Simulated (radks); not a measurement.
The numbers below are computed, except where a source is named.
Species: Mn2+. Configuration: [Ar] 3d5 (the NIST ground configuration).

Level of theory: Dirac Kohn-Sham, LDA (Slater exchange, Perdew-Wang correlation), spin-unpolarised, spherical densities, finite nucleus; open shells fill j = l - 1/2 first; Fermi nuclear charge, rms radius 3.7057 fm (a radial shooting solver on a logarithmic mesh with Libxc functionals).

Energy parts (Ry):
part                       energy
total                 -2310.53262
kinetic                2339.07033
electron-nucleus      -5494.78083
Hartree                 943.91366
exchange-correlation    -98.73578

Orbitals (lengths in bohr, moments of r in powers of bohr; <r^-3> diverges for s and p1/2):
orbital  occ.  eigenvalue (Ry)  <1/r>      <r>     <r^2>  <r^-3>
1s1/2       2        -472.6910  24.88  0.06101  0.005005       -
2s1/2       2        -55.82744  5.311   0.2799   0.09263       -
2p1/2       2        -48.07857  5.262   0.2454   0.07419       -
2p3/2       4        -47.31370  5.175   0.2483   0.07585   408.5
3s1/2       2         -7.58864  1.662   0.8538    0.8423       -
3p1/2       2         -5.38041  1.537   0.8992    0.9541       -
3p3/2       4         -5.28653  1.517   0.9083    0.9736   50.45
3d3/2       4         -1.81253  1.165    1.145     1.695   4.282
3d5/2       1         -1.80339  1.160    1.150     1.708   4.212

The highest occupied level is 3d5/2 at -24.536 eV. Summed over all electrons, <r^2> = 16.62 bohr^2, which gives a Langevin (diamagnetic) susceptibility term of -13.2 x 10^-6 cm^3/mol. The density falls to 0.001 e/bohr^3 at r = 3.09 bohr. The electron density at the nucleus is 1.308e+04 e/bohr^3.
